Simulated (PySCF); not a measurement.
Run record: EPR job, `C=C1C=[C]C(CC#N)=C1` [radical].

Method: UKS B3LYP, pcH-1 on C H N, non-relativistic, mean-field spin-orbit, GIAO (PySCF 2.14.0). Geometry: GFN2-xTB. A driver script takes a list of jobs; this job's settings line and coordinates (Å) are shown.

Command:
```bash
OMP_NUM_THREADS=1 python probes_run.py task.json out
```

Input:
```
{"job": {"kind": "epr", "basis": "pcH-1"}, "charge": 0, "multiplicity": 2}
C     -2.561669     0.980133     0.113294
C     -1.491491     0.197487    -0.010874
C     -1.497878    -1.261401    -0.263097
C     -0.223137    -1.625305    -0.313268
C      0.682069    -0.505082    -0.110093
C      2.171896    -0.634499    -0.117010
C      2.826220     0.629395     0.107437
N      3.339421     1.634846     0.285696
C     -0.083477     0.590840     0.071899
H     -3.563198     0.591164     0.036147
H     -2.460865     2.037803     0.297395
H     -2.387038    -1.847774    -0.374381
H      2.504249    -1.037032    -1.081235
H      2.486199    -1.337920     0.663167
H      0.254284     1.595335     0.248527
```

Output:
```
UKS, coarse grid
  cycle   1  E = -363.00081637  |g| = 3.86e-01
  cycle   2  E = -362.80583787  |g| = 7.69e-01
  cycle   3  E = -363.06800812  |g| = 1.39e-01
  cycle   4  E = -363.07678268  |g| = 4.23e-02
  cycle   5  E = -363.07744691  |g| = 2.58e-02
  cycle   6  E = -363.07780028  |g| = 5.80e-03
  cycle   7  E = -363.07783345  |g| = 3.81e-03
  cycle   8  E = -363.07785096  |g| = 2.14e-03
  cycle   9  E = -363.07786256  |g| = 1.31e-03
  cycle  10  E = -363.07786708  |g| = 6.54e-04
UKS, final grid
  cycle   1  E = -363.07783954  |g| = 7.86e-04
  cycle   2  E = -363.07783940  |g| = 1.33e-03
  cycle   3  E = -363.07784026  |g| = 2.73e-04
  cycle   4  E = -363.07784038  |g| = 2.04e-04
  cycle   5  E = -363.07784057  |g| = 1.74e-04
  cycle   6  E = -363.07784060  |g| = 3.89e-05
  cycle   7  E = -363.07784060  |g| = 1.94e-05
E = -363.07784060 Eh   <S^2> = 0.7637 (exact 0.7500)
g shifts (ppm)      1          2          3
  rmc          -165       -165       -165
  gc             21         16        -13
  oz_so        -508        -48        548
  total        -652       -197        370
hyperfine (MHz)  atom isotope    a_iso     a_fc   dipolar eigenvalues
    0   13C       3.22       3.22     -8.45      2.16      6.29
    1   13C      76.26      76.26     -6.62     -2.40      9.02
    2   13C      22.40      22.40    -23.30      1.82     21.48
    3   13C     442.38     442.38    -80.26    -56.05    136.31
    4   13C      38.90      38.90    -10.59     -6.16     16.74
    5   13C       6.34       6.34     -1.23     -1.13      2.35
    6   13C      -1.87      -1.87     -0.37     -0.30      0.67
    7   14N      -0.06      -0.06     -0.13      0.01      0.12
    8   13C      30.29      30.29     -4.36      0.33      4.03
    9    1H       4.21       4.21     -1.79     -1.46      3.26
   10    1H      13.54      13.54     -1.46     -1.01      2.47
   11    1H      37.44      37.44     -6.55     -4.97     11.52
   12    1H      -1.12      -1.12     -3.45     -2.84      6.28
   13    1H      -1.12      -1.12     -3.44     -2.84      6.28
   14    1H      14.61      14.61     -2.89     -2.62      5.50
```

rmc, gc and oz_so are the mass-correction, gauge-correction and orbital-Zeeman/spin–orbit parts of the g shift along its three principal axes; a_iso is the isotropic hyperfine coupling and a_fc its Fermi-contact part. Atoms in this output count from 0.

Question: Get g_iso from the total shifts.

Answer: Their mean is -160 ppm; added to g_e = 2.002319 it gives 2.00216.

Main results: ⟨S²⟩ 0.764; g_iso 2.0022.

Isolated species at its GFN2-xTB geometry (one conformer only).

On Arm Neoverse V1, one thread (shared host), this took 85 s (grids of density and orbitals included) and 1.1 GiB of memory at its peak.
Labels such as C1 count atoms from 1, the log's own numbers from 0.
